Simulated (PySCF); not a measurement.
**Question.** Give a GFN2-xTB geometry of `C1(=C)C(C(=O)C)=C1`.

**Answer.** 
```xyz
13
C6H6O angstrom
C      2.1446   -0.5749    0.7006
C      1.3730    0.0387   -0.1640
C      1.1627    0.8175   -1.3585
C      0.0738    0.4704   -0.6661
C     -1.3714    0.4974   -0.5203
C     -1.8777   -0.3510    0.6159
O     -2.0809    1.1517   -1.2525
H      1.7371   -1.0887    1.5542
H      3.2153   -0.5813    0.5898
H      1.5818    1.3021   -2.2082
H     -1.5506   -1.3799    0.4750
H     -2.9622   -0.3092    0.6657
H     -1.4498    0.0076    1.5507
```

Any rigid rotation of these coordinates is as good. Atoms count from 1 in this order. The 3-membered ring C2–C3–C4 has internal angles of 54.9° to 63.2°. The C–C distances run from 1.311 Å (C1=C2, drawn double) to 1.506 Å (C5–C6, drawn single), a spread of 0.195 Å.

Bonds between heavy atoms (Å): C1=C2 1.311, C2–C3 1.441, C3=C4 1.336, C4–C5 1.453, C5–C6 1.506, C5=O7 1.211, C2–C4 1.458.

The geometry is computed with GFN2-xTB (gas phase).

Point group: near Cs, missed by 0.28 Å at most; the miss may be what the optimiser left on a soft mode. Not checked by GFN2-xTB frequencies. The numbers are those of one conformer (C3–C4–C5–C6 174°).
